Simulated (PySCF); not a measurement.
# Ionisation energy of C⁺ by level of theory

C⁺ [He] 2s2 2p1 (2P) → C²⁺ [He] 2s2 (1S), as a difference of total energies. Computed with PySCF 2.14 in x2c-QZVPPall (7s4p3d2f1g, 57 functions), with scalar relativity by spin-free X2C-1e. Correlated levels: valence and next inner shell: nothing frozen. The calculations carry no spin-orbit coupling.

```tsv
method	ionisation energy (eV)	plus first-order spin-orbit estimate	error of that sum (eV)
UHF	24.169	24.174	-0.209
MP2 (valence and next inner shell)	24.448	24.453	+0.070
SCS-MP2 (valence and next inner shell)	24.402	24.407	+0.024
CCSD (valence and next inner shell)	24.288	24.294	-0.089
CCSD(T) (valence and next inner shell)	24.319	24.324	-0.059
```

Reference: 24.383 eV (measured; NIST Atomic Spectra Database, ionization energies).

A first-order spin-orbit estimate (lowest level to lowest level, LS coupling) adds 0.005 eV.

Errors of the correlated levels include the incompleteness of this basis.

The coupled-cluster amplitudes are large for C²⁺ (T1 above 0.03 or a double amplitude above 0.15), so a single reference is strained.
